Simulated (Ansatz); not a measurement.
A nudged elastic band was laid between two geometries of AlCl$_{3}$FH (6 atoms, charge 0, multiplicity 1).

Theory: RKS PBE0-D4/def2-SVP (Ansatz 0.2.0).

```json
{"movable images": "5", "climbing image": "yes", "spring": "5.0 eV/Å²", "optimiser": "quadratic models (default)", "start path": "through a guess of the saddle point", "force threshold": "0.03 eV/Å", "iteration limit": "60", "end points": "relaxed"}
```

Image 0:

```xyz
6
Properties=species:S:1:pos:R:3
Al 0.015 -0.048 0.019
F 0.018 0.332 1.657
Cl 1.820 0.143 -1.008
Cl -1.807 0.081 -0.987
Cl 0.060 -2.416 0.883
H 0.054 -1.692 1.968
```

Image 6:

```xyz
6
Properties=species:S:1:pos:R:3
Al 0.022 -0.528 -0.155
F 0.025 -0.024 1.768
Cl 1.819 0.242 -0.885
Cl -1.809 0.180 -0.864
Cl 0.060 -2.540 0.598
H 0.042 -0.932 2.069
```

Problem. What changes between the two ends?

Solution. Bonds broken: Cl5–H6. Bonds formed: F2–H6.

Problem. What energy profile does the band end with?

Solution. The run converged. The highest image is number 3 of 0 to 6, 10.0 kJ/mol above the first end and 21.6 kJ/mol above the last; the last end lies 11.5 kJ/mol below the first. A vibrational analysis at the climbing image gives one clearly imaginary mode, 481i cm⁻¹: a first-order saddle point. The orbitals stay closed-shell, which can raise the energy where a bond breaks towards radicals; this wasn't checked here.

```csv
image,path coordinate (Å),energy (kJ/mol),Cl5–H6 (Å),F2–H6 (Å)
0,0.00,0.0,1.30,2.05
1,0.21,1.3,1.32,1.79
2,0.42,5.4,1.36,1.53
3,0.64,10.0,1.48,1.28
4,0.85,1.8,1.68,1.08
5,1.06,-8.6,1.92,0.99
6,1.28,-11.5,2.18,0.96
```

Problem. What is the geometry of the highest image?

Solution. 
```xyz
6
Properties=species:S:1:pos:R:3:forces:R:3
Al 0.019 -0.276 -0.027 0.00 0.00 0.00
F 0.024 0.038 1.729 0.00 0.00 0.00
Cl 1.830 0.179 -0.945 0.01 0.00 0.00
Cl -1.818 0.118 -0.924 -0.01 0.00 0.00
Cl 0.059 -2.418 0.902 0.00 0.00 0.01
H 0.045 -1.242 1.795 0.00 0.00 0.00
```

Problem. What are the harmonic wavenumbers there?

Solution. 481i, 100, 132, 175, 180, 338, 490, 559, 639, 829, 895, 1571 cm⁻¹.

The band took 8 iterations and of the order of 3 core-minutes.

Time of the run: 97 s on 2 threads of Arm Neoverse V1, on a shared host, peak memory 0.2 GiB.
